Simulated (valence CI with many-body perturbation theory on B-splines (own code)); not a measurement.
E1 line list for Mg⁷⁺

Method: relativistic CI+MBPT: three valence electrons over a frozen Dirac-Fock core [He], radial functions for each j: 11 s, 11 p, 9 d, 7 f, 5 g, 2 h, 1 i, with the one-electron correlation potential Σ1, the two-electron term Σ2, the three-electron term Σ3, Breit, model QED; selected CI, second order for the rest, scaled by the run's own slope (own B-spline code, finite nucleus).

No measured levels were compared; by estimate levels hold to about 100 cm⁻¹ or 0.05 % of their energy and the worst to 300 or 400 cm⁻¹, as in measured light ions of charge 2 to 7.

Lines 1 to 50 of 259 in falling wavelength, among levels below 1612500 cm⁻¹, chosen from the strongest by gf and those to the six lowest levels. Wavelengths and rates use the calculated energies, so an error of 200 cm⁻¹ moves a line at 389.9 nm by 0.78 % and its rate by three times that or more. Electric multipoles are in the length gauge, E1 and E2 with the static RPA response of the core. Weak lines are less certain than strong ones. Lines between different terms over intervals too small for the method are left out, as are lines whose strength nearly cancels. The highest levels of a list are the least certain.

Letters in brackets count levels of one name in rising energy.

```csv
λ vac (nm),Upper,Lower,A (s⁻¹),log gf,Branch %
389.9,2s 2p 3p 2P_3/2 [a],2s 2p 3s 2P°_3/2 [a],1.13e+07,-0.99,0.0
233.9,2s 2p 3d 4D°_3/2,2s 2p 3p 4P_3/2,2.84e+07,-1.03,0.0
233.3,2s 2p 3d 4D°_7/2,2s 2p 3p 4P_5/2,6.14e+07,-0.40,0.0
232.0,2s 2p 3d 4D°_5/2,2s 2p 3p 4P_3/2,4.53e+07,-0.66,0.0
230.0,2s 2p 3d 4D°_1/2,2s 2p 3p 4P_1/2,5.69e+07,-1.04,0.0
229.1,2s 2p 3d 4D°_3/2,2s 2p 3p 4P_1/2,3.11e+07,-1.01,0.0
205.7,2s 2p 3d 2F°_7/2 [b],2s 2p 3p 2D_5/2 [b],1.01e+08,-0.29,0.0
204.3,2s 2p 3d 2F°_5/2 [b],2s 2p 3p 2D_3/2 [b],9.34e+07,-0.46,0.0
203.4,2s 2p 3d 4P°_5/2,2s 2p 3p 4P_5/2,3.62e+07,-0.87,0.0
201.3,2s 2p 3d 4F°_7/2,2s 2p 3p 4D_7/2,1.60e+07,-1.11,0.5
198.0,2s 2p 3d 4F°_5/2,2s 2p 3p 4D_5/2,3.10e+07,-0.96,1.0
197.0,2s 2p 3d 4F°_3/2,2s 2p 3p 4D_3/2,3.18e+07,-1.13,1.6
196.0,2s 2p 3d 4F°_9/2,2s 2p 3p 4D_7/2,1.45e+08,-0.08,100.0
194.9,2s 2p 3d 4F°_3/2,2s 2p 3p 4D_1/2,8.27e+07,-0.72,4.2
194.5,2s 2p 3d 4F°_5/2,2s 2p 3p 4D_3/2,9.54e+07,-0.49,2.9
194.4,2s 2p 3d 4F°_7/2,2s 2p 3p 4D_5/2,1.31e+08,-0.23,3.7
192.1,2s 2p 3d 2P°_3/2,2s 2p 3p 2S_1/2 [a],9.61e+07,-0.67,0.0
187.8,2s 2p 3d 2P°_1/2,2s 2p 3p 2S_1/2 [a],1.08e+08,-0.94,0.0
175.8,2s 2p 3p 2D_3/2 [a],2s 2p 3s 2P°_3/2 [a],4.02e+07,-1.13,0.0
173.3,2s 2p 3d 2D°_5/2 [b],2s 2p 3p 2P_3/2 [b],1.30e+08,-0.45,0.0
173.3,2s 2p 3p 4D_5/2,2s 2p 3s 4P°_5/2,6.25e+07,-0.77,23.3
172.3,2s 2p 3d 2D°_3/2 [b],2s 2p 3p 2P_1/2 [b],1.06e+08,-0.72,0.0
170.0,2s 2p 3p 4D_3/2,2s 2p 3s 4P°_3/2,1.01e+08,-0.76,0.4
169.4,2s 2p 3p 2D_5/2 [a],2s 2p 3s 2P°_3/2 [a],2.38e+08,-0.21,0.1
169.2,2s 2p 3p 2D_3/2 [a],2s 2p 3s 2P°_1/2 [a],1.93e+08,-0.48,0.1
169.0,2s 2p 3d 2D°_3/2 [b],2s 2p 3p 2D_3/2 [b],5.91e+07,-1.00,0.0
168.8,2s 2p 3d 2D°_5/2 [b],2s 2p 3p 2D_5/2 [b],5.06e+07,-0.89,0.0
168.4,2s 2p 3p 4D_1/2,2s 2p 3s 4P°_1/2,1.73e+08,-0.83,0.6
168.1,2s 2p 3p 4D_7/2,2s 2p 3s 4P°_5/2,2.54e+08,-0.07,94.7
167.6,2s 2p 3d 4P°_5/2,2s 2p 3p 4S_3/2,1.55e+08,-0.41,0.0
167.4,2s 2p 3p 4D_5/2,2s 2p 3s 4P°_3/2,1.88e+08,-0.32,70.1
166.9,2s 2p 3p 4D_3/2,2s 2p 3s 4P°_1/2,1.04e+08,-0.76,0.4
166.8,2s2 3d 2D_5/2,2s2 3p 2P°_3/2,2.15e+08,-0.27,0.1
165.6,2s 2p 3d 4P°_3/2,2s 2p 3p 4S_3/2,1.44e+08,-0.63,0.0
165.1,2s2 3d 2D_3/2,2s2 3p 2P°_1/2,1.84e+08,-0.52,0.0
164.3,2s 2p 3d 4P°_1/2,2s 2p 3p 4S_3/2,1.39e+08,-0.95,0.0
162.5,2s 2p 3p 2D_3/2 [b],2s 2p 3s 2P°_3/2 [b],7.09e+07,-0.95,0.3
162.3,2s 2p 3p 2D_3/2 [b],2s 2p 3s 2P°_1/2 [b],1.57e+08,-0.61,0.6
161.8,2s 2p 3p 2D_5/2 [b],2s 2p 3s 2P°_3/2 [b],2.29e+08,-0.27,1.0
159.5,2s 2p 3p 2P_1/2 [b],2s 2p 3s 2P°_3/2 [b],9.82e+07,-1.13,0.1
159.3,2s 2p 3p 2P_1/2 [b],2s 2p 3s 2P°_1/2 [b],1.65e+08,-0.90,0.2
158.0,2s 2p 3d 4D°_7/2,2s 2p 3p 4D_7/2,5.76e+07,-0.76,0.0
157.9,2s 2p 3p 2P_3/2 [b],2s 2p 3s 2P°_3/2 [b],1.88e+08,-0.55,0.2
157.7,2s 2p 3p 2P_3/2 [b],2s 2p 3s 2P°_1/2 [b],8.15e+07,-0.92,0.1
155.6,2s 2p 3d 4D°_5/2,2s 2p 3p 4D_5/2,4.29e+07,-1.03,0.0
155.6,2s 2p 3d 2F°_7/2 [a],2s 2p 3p 2D_5/2 [a],3.21e+08,-0.03,0.1
155.3,2s 2p 3d 2F°_5/2 [a],2s 2p 3p 2D_3/2 [a],2.99e+08,-0.19,0.1
154.9,2s2 3p 2P°_1/2,2s2 3s 2S_1/2,2.97e+08,-0.67,4.2
152.9,2s2 3p 2P°_3/2,2s2 3s 2S_1/2,3.09e+08,-0.36,4.4
144.3,2s 2p 3d 2D°_5/2 [a],2s 2p 3p 2P_3/2 [a],2.20e+08,-0.39,0.1
```

(1) How does gf follow from A for the line at 204.3 nm?

## Answers

(1) gf = 1.4992 × (2J+1)_upper × A / σ², with σ = 48947 cm⁻¹ and 2J+1 = 6: gf = 0.351.
